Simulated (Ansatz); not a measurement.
Ideal-gas functions of `FB1N=CS1` at 800 K and 1 bar, from an Ansatz frequency run at PBE0-D4/def2-TZVP.

Molar mass 88.9 g/mol, point group Cs (symmetry number 1), electronic degeneracy 1, moments of inertia 67.904, 119.444, 187.348 u Å². Harmonic wavenumbers (cm⁻¹, unscaled): 146, 331, 500, 614, 624, 724, 940, 993, 1281, 1470, 1588, 3126.

Use S(trans) = R[1.5 ln M + 2.5 ln T − 1.1517]; rotational temperatures θ = 24.2544 K / I; S(rot) = R[ln(√π/σ · √(T³/θAθBθC)) + 1.5]; for each mode x = 1.438777 ν̃/T, S = R[x/(eˣ − 1) − ln(1 − e⁻ˣ)] and H = RT x/(eˣ − 1); 1 cm⁻¹ = 0.0119627 kJ/mol; R = 8.31446 J/(mol·K).

Question: By hand: the entropy, in J/(mol·K).

Answer: Translation 185.3. Rotation: θ = 0.3572, 0.2031, 0.1295 K, giving 120.0. Vibration, mode by mode: 19.46, 12.75, 9.47, 7.90, 7.78, 6.68, 4.87, 4.52, 3.00, 2.30, 1.94, 0.20, in all 80.9. Electronic 0.0. Sum 386.2 J/(mol·K).

Question: By hand: H − E and G − E in kJ/mol, counted from the electronic energy.

Answer: Zero-point energy ½ × 12337 × 0.0119627 = 73.8; thermal vibration 34.5; translation, rotation and pV give 4 RT = 26.6. H − E = 134.9 kJ/mol, and G − E = 134.9 − 800 × 386.2/1000 = -174.1 kJ/mol.

Vibration gives 21 % of the entropy, 19.5 J/(mol·K) of it from the mode under 150 cm⁻¹: soft modes count most, and the harmonic formula is weakest for them.
